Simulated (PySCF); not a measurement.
A homologous series of growing length: n-germane fluoro/fluoro. Gas-phase values, no solvent. One relaxed conformer stands for each flexible species; it need not be the lowest. Strings in code marks are SMILES. All members: neutral, multiplicity 1. Level: PBE0-D3(BJ)/def2-TZVP // PBE-D3(BJ)/def2-SVP (PySCF). Delta-SCF ions had no search for a lower state.  The ionisation energy is E(N − 1 electrons) − E(N electrons) at the parent's geometry.

```tsv
species	n (atoms other than H)	1/n	vertical ionisation energy (Delta-SCF) (eV)
`[F][GeH2][GeH2][GeH2][GeH2][GeH2][F]`	7	0.1429	9.16
`[F][GeH2][GeH2][GeH2][GeH2][F]`	6	0.1667	9.54
`[F][GeH2][GeH2][GeH2][F]` (F–Ge–Ge–Ge torsion 178°, Ge–Ge–Ge–F torsion 178°)	5	0.2000	withheld
`[F][GeH2][GeH2][F]` (F–Ge–Ge–F torsion 177°)	4	0.2500	10.64
`[F][GeH2][F]`	3	0.3333	12.61
```

Question: Fit vertical ionisation energy (Delta-SCF) = a + b·x to the 4 complete rows by least squares, with x = 1/n. Give a, b and the rms residual, and predict the withheld value.

Answer: Means of the 4 rows: x̄ = 0.22323, ȳ = 10.488 eV. Σ(x − x̄)² = 0.022481 and Σ(x − x̄)(y − ȳ) = 0.39791, so b = 17.700 and a = ȳ − b·x̄ = 6.537 eV. The rms residual is 0.191 eV. At x = 0.2 the line gives 10.08 eV. The run for `[F][GeH2][GeH2][GeH2][F]` (F–Ge–Ge–Ge torsion 178°, Ge–Ge–Ge–F torsion 178°) gave 10.08 eV, so the line is off by 0.00 eV, within twice the rms residual.

Codes: PySCF.
